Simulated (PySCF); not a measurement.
Isomers of C5H10SSi, mass 130.027 u with the commonest isotopes. The calculation used PBE0-D3(BJ)/def2-SVP geometry optimisation, gas phase in PySCF 2.14.0. One conformer each, none proved a minimum here; rigid rotors.

Question: Order these by radius of gyration √(Σ m r²/M), largest first.
A. `[CH3:1][SiH2:2][S:3][C@:4]12[CH2:5][C@H:6]1[CH2:7]2` with C1–Si2–S3–C4 -61°, Si2–S3–C4–C5 -95°
B. `[CH3:1][C:2](=[S:3])[CH:4]1[CH2:5][SiH2:6][CH2:7]1` with C1–C2–C4–C5 -169°, C2–C4–C5–Si6 -145°, C4–C5–Si6–C7 18°, C5–Si6–C7–C4 -18°, C2–C4–C7–Si6 149°
C. `[CH3:1][C@@H:2]1[CH:3]=[C:4]([S:5][SiH3:6])[CH2:7]1` with C3–C4–S5–Si6 -3°
D. `[SiH3:1][S:2][C@:3]12[CH2:4][C@H:5]([CH2:6]1)[CH2:7]2` with Si1–S2–C3–C4 -179°
E. `[CH3:1]/[CH:2]=[CH:3]/[CH:4]=[CH:5]/[S:6][SiH3:7]` with C2–C3–C4–C5 179°, C4–C5–S6–Si7 -2°

Answer: E (2.662 Å), C (2.237 Å), B (2.113 Å), A (2.033 Å), D (1.979 Å).

Question: Order these by dipole moment, smallest first.
A. `[CH3:1]/[CH:2]=[CH:3]/[CH:4]=[CH:5]\[S:6][SiH3:7]` with C2–C3–C4–C5 180°, C4–C5–S6–Si7 180°
B. `[CH3:1]/[CH:2]=[CH:3]/[CH:4]=[CH:5]/[S:6][SiH3:7]` with C2–C3–C4–C5 179°, C4–C5–S6–Si7 -2°
C. `[CH3:1][C:2](=[S:3])[CH:4]1[CH2:5][SiH2:6][CH2:7]1` with C1–C2–C4–C5 -169°, C2–C4–C5–Si6 -145°, C4–C5–Si6–C7 18°, C5–Si6–C7–C4 -18°, C2–C4–C7–Si6 149°
D. `[SiH3:1][S:2][C@:3]12[CH2:4][C@H:5]([CH2:6]1)[CH2:7]2` with Si1–S2–C3–C4 -179°
E. `[CH3:1][SiH2:2][S:3][C@:4]12[CH2:5][C@H:6]1[CH2:7]2` with C1–Si2–S3–C4 -61°, Si2–S3–C4–C5 -95°
F. `[CH3:1][C@@H:2]1[CH:3]=[C:4]([S:5][SiH3:6])[CH2:7]1` with C3–C4–S5–Si6 -3°

Answer: A (0.84 D), F (1.12 D), E (1.25 D), B (1.50 D), D (1.66 D), C (2.39 D).

Question: Order these by rotational constant C, smallest first.
A. `[SiH3:1][S:2][C@:3]12[CH2:4][C@H:5]([CH2:6]1)[CH2:7]2` with Si1–S2–C3–C4 -179°
B. `[CH3:1][C:2](=[S:3])[CH:4]1[CH2:5][SiH2:6][CH2:7]1` with C1–C2–C4–C5 -169°, C2–C4–C5–Si6 -145°, C4–C5–Si6–C7 18°, C5–Si6–C7–C4 -18°, C2–C4–C7–Si6 149°
C. `[CH3:1][SiH2:2][S:3][C@:4]12[CH2:5][C@H:6]1[CH2:7]2` with C1–Si2–S3–C4 -61°, Si2–S3–C4–C5 -95°
D. `[CH3:1][C@@H:2]1[CH:3]=[C:4]([S:5][SiH3:6])[CH2:7]1` with C3–C4–S5–Si6 -3°
E. `[CH3:1]/[CH:2]=[CH:3]/[CH:4]=[CH:5]/[S:6][SiH3:7]` with C2–C3–C4–C5 179°, C4–C5–S6–Si7 -2°

Answer: E (551.1 MHz), D (800.0 MHz), B (917.7 MHz), C (1045 MHz), A (1085 MHz).

```csv
SMILES,point group,Ia (u·Å²),Ib (u·Å²),Ic (u·Å²),κ,μa (D),μb (D),μc (D)
C/C=C/C=C/S[SiH3],near Cs,112.91,813.20,916.99,-0.96,1.19,0.91,0.02
C[SiH2]S[C@]12C[C@H]1C2,C1,160.94,429.72,483.68,-0.87,0.13,1.24,0.16
[SiH3]SC12CC(C1)C2,–,134.98,417.81,465.84,-0.91,1.17,1.18,0.00
CC(=S)C1C[SiH2]C1,C1,147.75,462.63,550.72,-0.86,0.99,2.10,0.56
C/C=C\C=C/S[SiH3],Cs,61.19,864.97,917.09,-0.99,0.33,1.10,0.00
C/C=C/C=C\S[SiH3],Cs,69.53,873.92,934.38,-0.99,0.24,0.80,0.01
C[C@@H]1C=C(S[SiH3])C1,C1,122.14,548.01,631.74,-0.93,0.64,0.91,0.16
```
